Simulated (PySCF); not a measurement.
**Relaxation of singlet SiF4**

These are results of PBE0 in PySCF with Si def2-TZVP, F def2-TZVP; no relativity; density-fitted integrals, not measurements. A (50,194) grid was used.

A hand-made square planar start, of D4h symmetry, held to at least that symmetry:

Coordinates in bohr (charge 0 multiplicity 1):
```
Si    0.0000    0.0000    0.0000
F     3.4015    0.0000    0.0000
F     0.0000    3.4015    0.0000
F    -3.4015    0.0000    0.0000
F     0.0000   -3.4015    0.0000
```

Optimiser trace:
```tsv
step	E − E(last) (kJ/mol)	largest gradient (Eh/bohr)
0	221.91	0.09164
1	12.14	0.02892
2	6.67	0.02439
3	0.06	0.00224
4	0.00	0.00017
5	0.00	0.00000
```

It ends at D4h with Si–F 1.599 Å (×4); F–Si–F 90.0° (×4), F–Si–F 180.0° (×2). A frequency run shows 1 imaginary mode, down to 225i cm⁻¹, so it is a saddle point.
